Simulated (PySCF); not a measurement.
C3H4BFO, SMILES C=C=CB(O)F. Atoms are numbered in the order given.

```xyz
10

C     -0.1516     2.6846     0.0000
C      0.3701     1.4870     0.0000
C      0.8682     0.2681     0.0000
B     -0.0455    -0.9980     0.0000
O      0.4305    -2.2660     0.0000
F     -1.3703    -0.8641     0.0000
H     -0.3809     3.2025     0.9374
H     -0.3809     3.2025    -0.9374
H      1.9637     0.1684     0.0000
H      1.3933    -2.3163     0.0000
```
Charge 0, spin multiplicity 1.

The structure is a stationary point at B3LYP-D3(BJ)/def2-SVP. This is a generated structure with no PubChem entry under its InChIKey; it may be hypothetical. One conformer was computed; it need not be the lowest.

All values below come from TDA-LC-ωPBE/def2-SVPD (PySCF 2.14.0).

Vertical excitations. Gas-phase values at a fixed geometry. State labels are in the subgroup Cs.

Question: Estimate the UV-visible absorptions. (The exact figures need the calculation; the answer reports its results.)

Answer: 
```
state  symmetry  energy (eV)  λ (nm)      f                                                              main pairs
-----  --------  -----------  ------  -----  ----------------------------------------------------------------------
S1           A"         5.43     228  0.000                                                          HOMO→LUMO 95 %
S2           A"         6.66     186  0.000                                                      HOMO−1→LUMO+2 84 %
S3           A'         7.22     172  0.438                                                        HOMO−1→LUMO 87 %
S4           A'         7.97     156  0.093                                      HOMO→LUMO+3 46 %, HOMO→LUMO+1 45 %
S5           A"         8.08     153  0.023                                                      HOMO−1→LUMO+1 71 %
S6           A'         8.21     151  0.999                                                        HOMO→LUMO+2 82 %
S7           A"         8.42     147  0.001                                                        HOMO−3→LUMO 84 %
S8           A'         8.96     138  0.050  HOMO→LUMO+3 40 %, HOMO→LUMO+1 36 %, HOMO−3→LUMO+1 9 %, HOMO→LUMO+5 9 %
S9           A"         9.04     137  0.013                                  HOMO−1→LUMO+3 62 %, HOMO−2→LUMO+1 13 %
S10          A'         9.63     129  0.013                                      HOMO→LUMO+5 58 %, HOMO−2→LUMO 12 %
T1           A'         4.15     299      0                                                        HOMO−1→LUMO 85 %
T2           A'         4.63     268      0                                                        HOMO→LUMO+2 72 %
T3           A"         4.97     250      0                                                          HOMO→LUMO 95 %
T4           A"         6.25     198      0                                                      HOMO−1→LUMO+2 83 %
```
Triplets are in the Tamm–Dancoff approximation.
